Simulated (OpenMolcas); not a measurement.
## O3+, S3+, Se3+, Te3+: ns² np down the group

```
Program             : OpenMolcas 26.06
Method              : SS-CASPT2, IPEA 0.25 Eh, imaginary shift 0.1 Eh
Basis               : ANO-RCC-VQZP
Scalar Hamiltonian  : DKH2, point nucleus
Spin-orbit coupling : RASSI with atomic mean-field integrals over the reference wave functions, term energies averaged over their components
```

Active space for each ion: 3 electrons in 8 orbitals (s p s p); closed shells correlated by CASPT2: O3+ 1s; S3+ 2s 2p; Se3+ 3d; Te3+ 4d.

Computed levels in cm-1 above ²P°_1/2:

```
                                Level  O3+  S3+  Se3+  Te3+
                              ²P°_3/2  375  828  3740  7910
weight of ²P° in the lowest level (%)  100  100   100   100
```

Measured, with the error of the calculation in %. Measured levels: O3+ from Moore, Selected Tables of Atomic Spectra, NSRDS-NBS 3, section 10; S3+ from NIST levels in Podobedova, Kelleher and Wiese, J. Phys. Chem. Ref. Data 38, 171 (2009); Se3+ from Moore, Atomic Energy Levels, vol. II, NSRDS-NBS 35 (1971 reprint of NBS Circular 467, 1952); Te3+ from Moore, Atomic Energy Levels, vol. III, NSRDS-NBS 35 (1971 reprint of NBS Circular 467, 1958).

```json
{"Level": "²P°_3/2", "O3+": "386 (-2.8)", "S3+": "951 (-13.0)", "Se3+": "4376 (-14.5)", "Te3+": "9223 (-14.2)"}
```

The fine-structure level ²P°_3/2 changes by a factor of 21.1 from O3+ to Te3+.

Over all roots computed the reference weight is 0.88 to 0.99 in S3+, 0.89 to 0.98 in Se3+, 0.84 to 0.94 in Te3+; the roots of lowest weight are the least certain, and an intruder state may touch them. Active for correlation alone: 3p 3s; no level in the range computed is led by a configuration that fills them, so any true level of that kind is missing (holds for O3+). Active for correlation alone: 4p 4s; no level in the range computed is led by a configuration that fills them, so any true level of that kind is missing (holds for S3+). Active for correlation alone: 5p 5s; no level in the range computed is led by a configuration that fills them, so any true level of that kind is missing (holds for Se3+). The run also gave levels led by 5s² 6p, which use shells meant for correlation; these and all levels above them are left out (holds for Te3+). Measured partners are found by configuration, term and J. A level has none where our copy of the source lacks it or the pairing is in doubt (some pairs that miss far off the trend of their configuration count as doubtful), and it then counts in no deviation. Levels of configurations outside the active space are missing.

° marks odd parity.
